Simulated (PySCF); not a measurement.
V²⁺ (vanadium, charge +2): M06-2X calculation

Configuration: [Ar] 3d3, high-spin 4F determinant. Computed with PySCF 2.14 in aug-cc-pVDZ-DK (7s6p4d2f, 59 functions), with the spin-free X2C one-electron Hamiltonian (Gaussian nucleus).

```json
{
  "Total energy": "-948.382 hartree",
  "One-electron energy": "-1287.465 hartree",
  "Hartree (Coulomb) energy": "384.362 hartree",
  "Exchange-correlation energy": "-45.279 hartree",
  "⟨S²⟩": "3.7507",
  "⟨L²⟩": "12.005",
  "Sum of ⟨r⟩": "14.27 bohr",
  "Sum of ⟨r²⟩": "16.49 bohr²",
  "Langevin diamagnetic susceptibility": "-13.1 ×10⁻⁶ cm³/mol"
}
```

```json
{"shell": "1s α", "electrons": "1", "mean orbital energy (eV)": "-5455.1", "rms radius, mean of both spins (bohr)": "0.0768"}
{"shell": "1s β", "electrons": "1", "mean orbital energy (eV)": "-5455.1", "rms radius, mean of both spins (bohr)": "0.0768"}
{"shell": "2s α", "electrons": "1", "mean orbital energy (eV)": "-644.28", "rms radius, mean of both spins (bohr)": "0.334"}
{"shell": "2s β", "electrons": "1", "mean orbital energy (eV)": "-642.97", "rms radius, mean of both spins (bohr)": "0.334"}
{"shell": "2p α", "electrons": "3", "mean orbital energy (eV)": "-542.32", "rms radius, mean of both spins (bohr)": "0.303"}
{"shell": "2p β", "electrons": "3", "mean orbital energy (eV)": "-541.14", "rms radius, mean of both spins (bohr)": "0.303"}
{"shell": "3s α", "electrons": "1", "mean orbital energy (eV)": "-96.596", "rms radius, mean of both spins (bohr)": "1.02"}
{"shell": "3s β", "electrons": "1", "mean orbital energy (eV)": "-93.036", "rms radius, mean of both spins (bohr)": "1.02"}
{"shell": "3p α", "electrons": "3", "mean orbital energy (eV)": "-68.410", "rms radius, mean of both spins (bohr)": "1.11"}
{"shell": "3p β", "electrons": "3", "mean orbital energy (eV)": "-64.148", "rms radius, mean of both spins (bohr)": "1.11"}
{"shell": "3d α", "electrons": "3", "mean orbital energy (eV)": "-26.606", "rms radius, mean of both spins (bohr)": "1.44"}
```

Densities and radii are taken from the X2C orbitals without a picture-change correction, which distorts them close to the nucleus.
